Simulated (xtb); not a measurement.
xtb input (GFN2-xTB):

```bash
xtb mol.xyz --gfn 2 --ohess tight --chrg -1 --uhf 0
```
mol.xyz:
```
10

Si    -0.03631194     0.62744851    -0.65203921
C      1.47087409    -0.51749988    -0.37441988
C     -1.56069629     0.04394310     0.36092132
F      0.36870658     2.12061264    -0.02048587
H      1.28502853    -1.48929075    -0.76317460
H      2.38258946    -0.10301850    -0.88117682
H      1.67740496    -0.56619002     0.68229449
H     -2.34115776     0.79175111     0.23208780
H     -1.93416660    -0.91627050     0.00660579
H     -1.31413970    -0.00726537     1.36347582
```

End of the output:

```
optimized geometry written to: xtbopt.xyz

           -------------------------------------------------
          | TOTAL ENERGY              -13.978838911039 Eh   |
          | TOTAL ENTHALPY            -13.897689772310 Eh   |
          | TOTAL FREE ENERGY         -13.935032982638 Eh   |
          | GRADIENT NORM               0.000185449172 Eh/α |
          | HOMO-LUMO GAP               4.136721558602 eV   |
           -------------------------------------------------

------------------------------------------------------------------------
------------------------------------------------------------------------
 total:
 SCF:
 ANC optimizer:
 analytical hessian:
```

It need not be the lowest isomer of its formula. Whether it binds its extra electron was not tested at this geometry.
